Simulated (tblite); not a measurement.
C6H8BrFO.
Structure used (GFN2-xTB), in Å, numbered top down from 1:
```xyz
17
C6H8BrFO angstrom
F     -3.187    0.730    0.364
C     -2.385   -0.205    0.925
Br    -3.535   -1.481    1.872
C     -1.563   -0.916   -0.134
C     -0.551    0.049   -0.753
O      0.355    0.476    0.259
C      1.637    0.501   -0.082
C      2.612    0.316   -0.922
C      2.987    0.807    0.463
H     -1.765    0.291    1.679
H     -1.038   -1.752    0.329
H     -2.226   -1.298   -0.913
H     -1.065    0.929   -1.159
H     -0.005   -0.448   -1.561
H      2.992    0.047   -1.874
H      3.285    1.840    0.609
H      3.445    0.126    1.173
```

Method: GFN2-xTB as coded in tblite; computed harmonic values from a numerical Hessian at the method's own geometry, unscaled. Against measured fundamentals such values can be off by several per cent, at times by over 20. One conformer, not necessarily the lowest. The optimisation stopped once no atom felt more than 0.01 eV/Å.

Lowest wavenumbers of the output (negative numbers stand for imaginary wavenumbers):
```
mode    cm-1
  1     -29.2
  2      46.0
  3      57.3
  4     100.2
  5     161.0
  6     189.1
  7     240.3
  8     284.9
  9     373.7
 10     424.7
```

**Question.** Is this structure a minimum?

**Answer.** Not by this Hessian. 1 mode is imaginary beyond 20i (29i cm⁻¹), so at this level the point lies at or near a first-order saddle. The curvature is small, so loose convergence or finite differences may be the whole cause.

**Question.** Which atoms move in the imaginary mode?

**Answer.** 29i: C8 (alkene CH carbon) 33 %, O6 (ether oxygen) 29 %. These are shares of the mass-weighted motion.

**Question.** What is the remedy?

**Answer.** Step along that mode in both directions, optimise again with tighter thresholds and repeat the frequencies. The zero-point energy of this point (78.8 kcal/mol) counts the 44 real modes alone, and thermal corrections from it aren't those of a minimum.
